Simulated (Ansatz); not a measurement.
Total energies of In(NH3)F3 (InNF₃H₃) from Ansatz at r2SCAN-D4/def2-TZVP, gas phase (1 Eh = 27.2114 eV = 2625.5 kJ/mol). The reference geometry is relaxed at PBE0-D4/def2-SVP.

```xyz
8

In   -1.0647    0.4999    0.1211
N     0.9910   -0.4648   -0.1129
H     1.6861    0.2341   -0.3784
H     0.9663   -1.1866   -0.8346
H     1.2846   -0.8955    0.7649
F    -1.9930   -0.5661   -1.2324
F    -0.5362    2.3282   -0.3345
F    -1.3340    0.0509    2.0068
```

```json
{"state": "charge 0 singlet", "geometry": "reference", "energy (Eh)": "-546.43361"}
{"state": "charge 1 doublet", "geometry": "reference", "energy (Eh)": "-546.00338"}
{"state": "free In atom (doublet)", "geometry": "–", "energy (Eh)": "-190.18147"}
{"state": "free N atom (quartet)", "geometry": "–", "energy (Eh)": "-54.58101"}
{"state": "free H atom (doublet)", "geometry": "–", "energy (Eh)": "-0.49993"}
{"state": "free F atom (doublet)", "geometry": "–", "energy (Eh)": "-99.72763"}
```

In the def2 sets In takes a core potential; there is no spin–orbit coupling.

(1) Work out the vertical ionisation energy to the doublet.

(2) What is the binding energy per atom against free atoms?

(1) E(charge 1 doublet) − E(charge 0 singlet) = -546.00338 − (-546.43361) = 0.43023 Eh = 11.71 eV. For comparison, −ε of the highest occupied level is 8.51 eV at this level, 3.20 eV less.

(2) Atoms: 1 × (-190.18147) + 1 × (-54.58101) + 3 × (-0.49993) + 3 × (-99.72763) = -545.44516 Eh. Binding: -545.44516 − (-546.43361) = 0.98845 Eh = 26.90 eV, or 3.36 eV for each of 8 atoms (no zero-point energy, no counterpoise term).
